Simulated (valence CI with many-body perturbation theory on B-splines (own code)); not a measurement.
**Pm¹²⁺: calculated level list**

Level of theory: valence CI with perturbative core correlation (CI+MBPT): three valence electrons over a frozen Dirac-Fock core [Kr] 4d10, radial functions for each j: 7 s, 7 p, 7 d, 7 f, 4 g, 2 h, with the one-electron correlation potential Σ1, the two-electron term Σ2, the three-electron term Σ3, Breit, model QED; selected CI, second order for the rest, scaled by the run's own slope (own B-spline code, finite nucleus).

No measured levels were compared; by estimate terms of the open shell hold to a few per cent of their energy, and close levels can change places; configurations with another count of f electrons can be misplaced by thousands of cm⁻¹.

Levels 1 to 45 of 198, with energies above the lowest level, 4f.5s2 2F°_5/2. "Leading %" is the weight of the configuration and term that name the level; weights of strongly mixed levels are sums over their largest components and can fall short. In the jj column 3d3/2^4 stands for four electrons in 3d with j = 3/2.

```csv
No.,Configuration,Term,J,E (eV),Leading %,g,Leading jj
1,4f.5s2,2F°,5/2,0.000,98,0.856,4f5/2 5s^2 (98 %)
2,4f.5s2,2F°,7/2,0.638,98,1.142,4f7/2 5s^2 (98 %)
3,4f2.5s,4H,7/2,9.278,98,0.670,4f5/2^2 5s (86 %)
4,4f2.5s,4H,9/2,9.517,95,0.969,4f5/2^2 5s (51 %)
5,4f2.5s,4H,11/2,9.858,98,1.131,4f5/2 4f7/2 5s (86 %)
6,4f2.5s,4H,13/2,10.247,99,1.230,4f7/2^2 5s (81 %)
7,4f2.5s,4F,3/2,10.300,98,0.406,4f5/2^2 5s (68 %)
8,4f2.5s,4F,5/2,10.454,97,1.028,4f5/2 4f7/2 5s (58 %)
9,4f2.5s,4F,7/2,10.659,96,1.226,4f5/2 4f7/2 5s (93 %)
10,4f2.5s,4F,9/2,10.742,56,1.192,4f5/2 4f7/2 5s (57 %)
11,4f2.5s,2H,9/2,10.951,70,1.028,4f5/2 4f7/2 5s (74 %)
12,4f2.5s,2G,7/2,11.424,84,0.919,4f5/2 4f7/2 5s (70 %)
13,4f2.5s,2H,11/2,11.562,97,1.090,4f7/2^2 5s (66 %)
14,4f2.5s,2G,9/2,11.690,77,1.130,4f7/2^2 5s (78 %)
15,4f2.5s,2F,5/2,11.842,94,0.872,4f5/2 4f7/2 5s (63 %)
16,4f2.5s,2F,7/2,12.395,88,1.117,4f7/2^2 5s (76 %)
17,4f2.5s,2D,5/2,13.205,76,1.262,4f5/2 4f7/2 5s (56 %)
18,4f2.5s,2D,3/2,13.262,89,0.860,4f5/2 4f7/2 5s (37 %)
19,4f2.5s,4P,1/2,13.670,99,2.659,4f5/2^2 5s (48 %)
20,4f2.5s,4P,3/2,13.831,93,1.679,4f5/2 4f7/2 5s (86 %)
21,4f2.5s,2I,13/2,14.089,99,1.076,4f5/2 4f7/2 5s (81 %)
22,4f2.5s,2I,11/2,14.097,99,0.923,4f5/2 4f7/2 5s (80 %)
23,4f2.5s,4P,5/2,14.107,80,1.520,4f7/2^2 5s (77 %)
24,5s2.5p,2P°,1/2,14.319,98,0.665,5s^2 5p1/2 (98 %)
25,4f2.5s,2P,1/2,15.090,99,0.678,4f5/2 4f7/2 5s (71 %)
26,4f2.5s,2P,3/2,15.330,96,1.319,4f5/2 4f7/2 5s (50 %)
27,4f2.5s,2S,1/2,19.552,98,1.998,4f7/2^2 5s (67 %)
28,4f.5s.5p,4G,5/2,19.842,57,0.759,4f5/2 5s 5p1/2 (97 %)
29,4f.5s.5p,4F,7/2,20.526,44,1.145,4f7/2 5s 5p1/2 (70 %)
30,5s2.5p,2P°,3/2,20.793,98,1.333,5s^2 5p3/2 (98 %)
31,4f.5s.5p,4F,3/2,20.866,77,0.525,4f5/2 5s 5p1/2 (84 %)
32,4f.5s.5p,2F,7/2,21.114,46,1.144,4f5/2 5s 5p1/2 (60 %)
33,4f.5s.5p,4F,5/2,21.233,40,1.034,4f5/2 5s 5p1/2 (49 %)
34,4f.5s.5p,4F,9/2,21.635,47,1.239,4f7/2 5s 5p1/2 (86 %)
35,4f.5s.5p,2F,5/2,22.278,48,0.923,4f7/2 5s 5p1/2 (46 %)
36,4f.5s.5p,2G,7/2,22.732,49,1.056,4f7/2 5s 5p1/2 (86 %)
37,4f3,4I°,9/2,22.748,97,0.732,4f5/2^3 (62 %)
38,4f3,4I°,11/2,23.088,99,0.965,4f5/2^2 4f7/2 (87 %)
39,4f3,4I°,13/2,23.447,100,1.106,4f5/2 4f7/2^2 (81 %)
40,4f3,4I°,15/2,23.817,99,1.197,4f7/2^3 (50 %)
41,4f3,4F°,3/2,24.935,94,0.429,4f5/2^3 (43 %)
42,4f3,2H°,9/2,25.014,70,0.977,4f5/2^2 4f7/2 (47 %)
43,4f3,4F°,5/2,25.125,97,1.031,4f5/2^2 4f7/2 (72 %)
44,4f3,4F°,7/2,25.290,90,1.205,4f5/2^2 4f7/2 (58 %)
45,4f3,4S°,3/2,25.296,94,1.954,4f5/2^2 4f7/2 (55 %)
```

Names give the largest LS component (configuration and term), which can be under half, so a name can repeat, a term be missing and a line seem to break the LS rules; names also repeat where a configuration has a term twice.

Where two levels of one J and parity lie close, their mixing, g and order are uncertain.

The ionisation energy to 5s2 1S_0 of the next ion comes out as 224.94 eV (NIST: 229 ± 11 eV (theoretical)). All 198 levels together are meant to be complete up to 59.949 eV.
